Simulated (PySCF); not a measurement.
## Polarisability and C₆ of Fe²⁺ (iron, charge +2)

[Ar] 3d6, high-spin 5D determinant. Calculation: PySCF 2.14, in aug-cc-pwCVTZ (10s9p7d4f3g, 127 functions); the non-relativistic Hamiltonian (point nucleus). Coupled (time-dependent) response in atomic units; α is the mean over directions.

```tsv
method	mean α (bohr³)	α xx, yy, zz	C₆ (like pair)	S(−4)
PBE0	3.617	3.842, 3.842, 3.167	10.50	7.347
```

S(−4) is the Cauchy moment in α(ω) = α(0) + S(−4) ω² + …

α(iu) at PBE0:

| u (hartree) | α(iu) (bohr³) |
| --- | --- |
| 0 | 3.617 |
| 0.0500 | 3.599 |
| 0.100 | 3.547 |
| 0.200 | 3.363 |
| 0.300 | 3.126 |
| 0.500 | 2.651 |
| 0.750 | 2.179 |
| 1.00 | 1.826 |
| 1.50 | 1.341 |
| 2.00 | 1.027 |
| 3.00 | 0.6578 |
| 5.00 | 0.3349 |

A single London oscillator, α(iu) = α/(1 + u²/ω²), gives C₆ = (3/4) ω α². Matching the computed C₆ needs ω = 4 × 10.50 / (3 × 3.617²) = 1.07 hartree.

For an ion, C₆ is the dispersion term alone; charge-induced terms of lower order in 1/R come first.

The components differ because the open shell of this determinant is not spherical; for a pure term their mean is the scalar polarisability.
